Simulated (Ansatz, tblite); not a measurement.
Forces on B₄P₅⁻ at its B3LYP-D4/def2-SVPD geometry. Total charge -1; singlet.

The xTB rows come from tblite. Another isomer (singlet) lies 0.37 eV lower at PBE0-D4/def2-TZVPD; other spin states weren't run for this one.

GFN1-xTB (tblite), largest force 1.70 eV/Å:

```xyz
9
positions Å, forces eV/Å
B    -0.354    1.258   -0.252   -0.599    0.839   -0.623
B    -0.828   -0.649    0.309   -0.791   -0.510    0.650
B    -1.071    0.304   -1.299   -0.041    1.686    0.206
B     0.571   -0.478   -0.804    0.872   -0.307   -0.673
P     1.581    1.211   -0.428    0.326   -0.231    0.633
P    -0.929    0.904    1.570    0.576   -0.200    0.434
P     0.803   -1.573    0.767    0.570    0.136    0.737
P     1.367    0.457    1.787   -0.856   -0.257   -1.115
P    -1.139   -1.435   -1.651   -0.057   -1.155   -0.248
```

GFN2-xTB (tblite), largest force 1.32 eV/Å:

```
B -0.576 0.003 -0.723
B -0.113 -0.090 0.165
B 0.427 0.599 0.627
B 0.198 -0.052 -0.081
P 0.164 -0.068 0.433
P 0.394 -0.040 0.251
P 0.433 0.026 0.548
P -0.782 -0.270 -1.024
P -0.144 -0.107 -0.197
```

PBE-D4/def2-TZVPD (Ansatz), largest force 0.32 eV/Å:

```
B 0.056 -0.116 0.052
B -0.018 0.098 -0.140
B 0.100 0.161 0.151
B -0.145 0.081 -0.038
P -0.039 -0.127 0.143
P 0.166 -0.102 -0.019
P -0.053 0.201 -0.035
P -0.197 -0.009 -0.249
P 0.130 -0.188 0.134
```
